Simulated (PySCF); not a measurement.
## UHF on Ba (barium, neutral)

Configuration: [Xe] 6p2, high-spin 3P determinant (an excited configuration). Calculation: PySCF 2.14, in ANO-RCC-VTZP (8s7p4d2f1g, 72 functions); the spin-free X2C one-electron Hamiltonian (Gaussian nucleus).

- Total energy: -8131.169857 hartree
- One-electron energy: -11094.9393 hartree
- Hartree (Coulomb) energy: 3160.7269 hartree
- Exchange energy: -196.9574 hartree
- ⟨S²⟩: 2.0001
- ⟨L²⟩: 2.001
- Sum of ⟨r⟩: 46.93 bohr
- Sum of ⟨r²⟩: 134.9 bohr²
- Traceless quadrupole moment −½Σ⟨3z² − r²⟩ along its main axis: 18.0 e·bohr²
- Langevin diamagnetic susceptibility: -107 ×10⁻⁶ cm³/mol

| shell | electrons | mean orbital energy (eV) | spread (eV) | rms radius, mean of both spins (bohr) |
| --- | --- | --- | --- | --- |
| 1s α | 1 | -37619.6 | 0 | 0.0292 |
| 1s β | 1 | -37619.6 | 0 | 0.0292 |
| 2s α | 1 | -6054.7 | 0 | 0.119 |
| 2s β | 1 | -6054.7 | 0 | 0.119 |
| 2p α | 3 | -5428.0 | 0.005 | 0.106 |
| 2p β | 3 | -5428.0 | 0.009 | 0.106 |
| 3s α | 1 | -1325.3 | 0 | 0.311 |
| 3s β | 1 | -1325.3 | 0 | 0.311 |
| 3p α | 3 | -1119.0 | 0.001 | 0.311 |
| 3p β | 3 | -1119.0 | 0.022 | 0.311 |
| 3d α | 5 | -817.06 | 0.013 | 0.289 |
| 3d β | 5 | -817.05 | 0.021 | 0.289 |
| 4s α | 1 | -281.13 | 0 | 0.715 |
| 4s β | 1 | -281.09 | 0 | 0.715 |
| 4p α | 3 | -211.67 | 0.004 | 0.761 |
| 4p β | 3 | -211.63 | 0.049 | 0.761 |
| 4d α | 5 | -107.04 | 0.034 | 0.862 |
| 4d β | 5 | -107.01 | 0.055 | 0.862 |
| 5s α | 1 | -45.743 | 0 | 1.76 |
| 5s β | 1 | -45.575 | 0 | 1.76 |
| 5p α | 3 | -26.656 | 0.019 | 2.03 |
| 5p β | 3 | -26.505 | 0.200 | 2.03 |
| 6p α | 2 | -3.433 | 0 | 6.72 |

Spin-orbit coupling, absent here, splits the open shell strongly.

Densities and radii are taken from the X2C orbitals without a picture-change correction, which distorts them close to the nucleus.

Spin-orbit constants ζ (cm⁻¹) from the X2C one-electron operator on these orbitals: bare nucleus, nucleus screened by l(l+1)(2l+1)/3 electrons, and screened by the Breit-Pauli mean field of the electrons.

| shell | bare | screened nucleus | mean field |
| --- | --- | --- | --- |
| 2p | 2022000 | 1949000 | n/a |
| 3p | 395900 | 381800 | n/a |
| 3d | 60780 | 49920 | n/a |
| 4p | 79650 | 76810 | n/a |
| 4d | 9821 | 8067 | n/a |
| 5p | 10240 | 9875 | n/a |
| 6p | 507.5 | 489.4 | n/a |

To first order the Landé constant is A = 244.7 cm⁻¹, so the lowest level has J = 0 and lies 0.0607 eV below the centre of the term. This holds in LS coupling only.
